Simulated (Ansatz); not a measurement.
Basis sets compared for (OH)2Al-O-SiH3 (AlSiO3H5). Charge 0, multiplicity 1. Geometry PBE0-D4/def2-SVP. Ansatz on 2 threads of AMD EPYC 7R13 on a shared host; times are rough, and most runs start from earlier orbitals.

```xyz
10

Al   -0.2607    1.1599    0.3463
O     0.7608    2.3014    1.0686
O    -1.8676    1.5722    0.0147
O     0.2858   -0.3874   -0.0534
Si    0.3813   -1.9380   -0.5934
H     1.6805    2.1493    1.2887
H    -2.2405    2.4320    0.2146
H     1.8020   -2.4010   -0.5470
H    -0.4390   -2.8470    0.2650
H    -0.1027   -2.0414   -2.0043
```

Binding counts from free atoms (Al doublet, O triplet, Si triplet, H doublet) in the same basis, without a counterpoise term.

| level | functions | energy (Eh) | HOMO (eV) | LUMO (eV) | binding per atom (eV) | wall time |
| --- | --- | --- | --- | --- | --- | --- |
| PBE-D4/def2-SVP | 103 | -759.9219 | -6.98 | -1.24 | 3.86 | 1.1 s |
| PBE0-D4/def2-SVP | 103 | -759.9799 | -8.56 | -0.38 | 3.78 | 1.5 s |

Estimate the rows for PBE-D4/def2-TZVP, PBE0-D4/def2-TZVP (with forces).


```tsv
level	functions	energy (Eh)	HOMO (eV)	LUMO (eV)	binding per atom (eV)	wall time
PBE-D4/def2-TZVP	197	-760.4081	-7.24	-1.55	3.89	1.9 s
PBE0-D4/def2-TZVP (with forces)	197	-760.4610	-8.71	-0.68	3.81	4.4 s
```
